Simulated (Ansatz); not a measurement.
`N#[C][Ge]([F])([F])[F]` + HI → `[F][Ge]([F])([F])[I]` + `C#N` at 400 K and 1 bar (ligand exchange at a Ge–C bond).

Computed with Ansatz on PBE0-D4/def2-TZVP structures; ΔE is electronic, products minus reactants. CCSD(T)/CBS adds triple-zeta CCSD(T) − MP2 to the extrapolated MP2 energy (def2 sets, frozen cores). This one scheme is used for every species. Elements past krypton have def2 core potentials. For Ge, I outer-core shells are correlated without core-valence functions, which leaves a few kJ/mol of doubt a bond. Scalar relativity is left out up to krypton.

| species | CCSD(T)/CBS energy (Eh) | H − E (kJ/mol) | S (J/(mol·K)) |
| --- | --- | --- | --- |
| `N#[C][Ge]([F])([F])[F]` | -2468.33469 | 72.3 | 372.3 |
| HI | -298.03592 | 25.7 | 215.0 |
| `[F][Ge]([F])([F])[I]` | -2673.08048 | 49.7 | 373.9 |
| `C#N` | -93.32098 | 56.1 | 211.9 |

H − E and S are ideal-gas, rigid-rotor, harmonic terms from PBE0-D4/def2-TZVP. 1 Eh = 2625.50 kJ/mol, R = 8.31446 J/(mol·K).

Question: By hand: ΔE, ΔH, ΔS and ΔG.

Answer: ΔE = (-2673.08048) + (-93.32098) − (-2468.33469) − (-298.03592) = -0.03085 Eh = -81.0 kJ/mol. Δ(H − E) = 49.7 + 56.1 − 72.3 − 25.7 = 7.8, so ΔH = -73.2 kJ/mol. ΔS = 373.9 + 211.9 − 372.3 − 215.0 = -1.5 J/(mol·K). ΔG = -73.2 − 400 × (-1.5)/1000 = -72.6 kJ/mol.

Question: By hand: the equilibrium constant, and the temperature at which ΔG would vanish if ΔH and ΔS stayed fixed.

Answer: log₁₀ K = −ΔG/(RT ln 10) = 9.5. ΔG = 0 at ΔH/ΔS = 48800 K, far beyond where these terms or the molecules hold.

The number of gas molecules stays the same, so ΔS is small and ΔH decides. A doubt of 5 kJ/mol in ΔE shifts log₁₀ K by 0.7 here. These are equilibria of isolated gas molecules and say nothing of rates. Largest T1 diagnostic: 0.014 (customary marks: 0.02 for closed shells, 0.045 for open ones).
